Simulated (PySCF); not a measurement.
Os: excitation energy

Os [Xe] 4f14 5d6 6s2 (5D) → Os [Xe] 4f14 5d5 6s2 7s1 (7S), as a difference of total energies. Calculation: PySCF 2.14, in x2c-TZVPPall with one added diffuse shell each of s, p, d, f type (12s8p8d4f1g, 113 functions); scalar relativity by spin-free X2C-1e. Correlated levels: valence: [Xe] 4f14 frozen. The calculations carry no spin-orbit coupling.

```
           method  excitation energy (cm⁻¹)
              UHF                     40866
              LDA                     56827
              PBE                     54703
             PBE0                     53227
           r2SCAN                     55584
    MP2 (valence)                     50630
SCS-MP2 (valence)                     52329
```

A first-order spin-orbit estimate (lowest level to lowest level, LS coupling) adds 0.431 eV.

The promoted electron is Rydberg-like, and one or two diffuse shells describe it only roughly, which tends to raise the upper state.
